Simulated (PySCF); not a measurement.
Geometry:
```csv
atom,x (Å),y (Å),z (Å)
C1,-0.338,2.011,-1.318
C2,-1.209,0.771,-1.208
C3,-0.871,-0.109,-0.016
C4,-1.771,-1.327,0.109
C5,-1.459,-2.196,1.315
O6,0.483,-0.564,-0.167
C7,1.389,-0.222,0.761
C8,2.741,-0.771,0.404
O9,1.148,0.437,1.737
H10,-0.402,2.628,-0.409
H11,-0.636,2.634,-2.173
H12,0.719,1.738,-1.460
H13,-2.270,1.059,-1.119
H14,-1.128,0.165,-2.126
H15,-0.914,0.484,0.912
H16,-1.691,-1.919,-0.819
H17,-2.812,-0.968,0.159
H18,-2.156,-3.044,1.388
H19,-1.525,-1.621,2.252
H20,-0.441,-2.609,1.251
H21,3.454,-0.545,1.204
H22,2.677,-1.856,0.241
H23,3.083,-0.322,-0.540
```

Geometry: PBE0-D3(BJ)/def2-SVP; GIAO shifts from PySCF, gas phase, non-relativistic, averaged over equivalent atoms.

At mPW1PW91/pcSseg-1 (223 basis functions, 44 s wall time on 1 thread of an Arm Neoverse V2, shared host):
| atoms | δ (ppm) |
| --- | --- |
| C7 | 174.3 |
| C3 | 73.4 |
| C2/C4 | 31.7 |
| C8 | 22.4 |
| C1/C5 | 12.4 |
| O9 | 440.0 |
| O6 | 227.4 |
| H15 | 4.87 |
| H21/H22/H23 | 2.02 |
| H14/H16 | 1.32 |
| H13/H17 | 1.21 |
| H10/H11/H12/H18/H19/H20 | 0.92 |

Referencing at the same level of theory: 13C (σ = 183.54 ppm) and 1H (σ = 31.32 ppm) vs TMS; H2O for 17O (σ = 333.30 ppm).

What do these become at PBE0/pcSseg-1?

Answers


| atoms | δ at PBE0/pcSseg-1 | change |
| --- | --- | --- |
| C7 | 174.1 | -0.2 |
| C3 | 73.5 | +0.1 |
| C2/C4 | 31.7 | +0.0 |
| C8 | 22.1 | -0.3 |
| C1/C5 | 12.3 | -0.1 |
| O9 | 440.6 | +0.6 |
| O6 | 228.3 | +0.9 |
| H15 | 4.87 | +0.00 |
| H21/H22/H23 | 2.02 | +0.00 |
| H14/H16 | 1.32 | +0.00 |
| H13/H17 | 1.22 | +0.01 |
| H10/H11/H12/H18/H19/H20 | 0.92 | +0.00 |

δ = σ(ref) − σ, references computed at the same level: 13C (σ = 184.41 ppm), 1H (σ = 31.27 ppm) vs TMS; 17O (σ = 334.56 ppm) vs H2O.

The largest change is at O6 (ester alkoxy oxygen). Cost: 223 basis functions, 43 s wall time on 1 thread of an Arm Neoverse V2, shared host. The order of the carbon signals is the same at both levels.

Unscaled 17O shifts of doubly bonded oxygen tend to come out too high, by tens of ppm or more. Experimental scales use liquid or dissolved standards, which lie at an offset from isolated H2O (liquid H2O: subtract about 36 ppm).
